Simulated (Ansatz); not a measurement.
Relaxation of CH$_{7}$BrGe (10 atoms, charge 0, multiplicity 1), to a largest force component of 0.03 eV/Å in at most 50 steps.

These are results of Ansatz 0.2.0, RKS r2SCAN/def2-SVP, not measurements.

```xyz
10
Properties=species:S:1:pos:R:3
Ge -0.077 -0.571 -0.393
C 0.290 0.048 2.700
H -0.597 0.619 2.405
H 0.335 -0.012 3.797
H 1.194 0.554 2.335
H 0.944 0.524 -0.092
H -1.383 -0.417 0.382
H -0.328 -0.676 -1.901
Br 0.897 -2.654 0.211
H 0.244 -0.976 2.293
```

Where does it end, and by what steps?

It converged. The force dipped under the threshold on the way, but the program's further checks kept it going. After 6 steps the energy has fallen by 0.159 eV; H7 moved furthest, 0.39 Å.

```json
{"step": "0", "energy less start (eV)": "0.0000", "largest force component (eV/Å)": "0.616", "accepted": "yes"}
{"step": "1", "energy less start (eV)": "-0.1370", "largest force component (eV/Å)": "0.072", "accepted": "yes"}
{"step": "2", "energy less start (eV)": "-0.1314", "largest force component (eV/Å)": "0.319", "accepted": "no"}
{"step": "3", "energy less start (eV)": "-0.1482", "largest force component (eV/Å)": "0.048", "accepted": "yes"}
{"step": "4", "energy less start (eV)": "-0.1555", "largest force component (eV/Å)": "0.113", "accepted": "yes"}
{"step": "5", "energy less start (eV)": "-0.1584", "largest force component (eV/Å)": "0.014", "accepted": "yes"}
{"step": "6", "energy less start (eV)": "-0.1590", "largest force component (eV/Å)": "0.028", "accepted": "yes"}
```

```xyz
10
Properties=species:S:1:pos:R:3
Ge -0.111 -0.666 -0.737
C 0.338 0.120 3.030
H -0.568 0.652 2.709
H 0.375 0.097 4.127
H 1.226 0.642 2.647
H 0.885 0.440 -0.380
H -1.437 -0.499 0.008
H -0.327 -0.760 -2.252
Br 0.815 -2.679 -0.057
H 0.323 -0.908 2.642
```

Whether the end is a true minimum wasn't checked by a vibrational analysis.

Time of the run: 14 s on 4 threads of Arm Neoverse V2, on a shared host, peak memory 0.19 GiB.
